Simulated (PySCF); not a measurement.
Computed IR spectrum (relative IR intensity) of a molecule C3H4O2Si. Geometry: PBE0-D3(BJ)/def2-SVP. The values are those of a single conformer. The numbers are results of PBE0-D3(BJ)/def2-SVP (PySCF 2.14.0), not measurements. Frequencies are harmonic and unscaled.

```csv
ν (cm⁻¹),relative intensity
512,6.2
611,2.2
672,9.1
710,9.2
739,3.3
849,16
882,26
963,34
975,23
1064,20
1239,44
1321,11
1648,2.5
1916,100
2272,48
```

Task: Which molecule gave these data?
A) O=C1CC(=O)[SiH2]1
B) C#C[SiH2]C(=O)O
C) C=C1OC(=O)[SiH2]1
D) O=C1C=C[SiH2]O1

Result: D, O=C1C=C[SiH2]O1
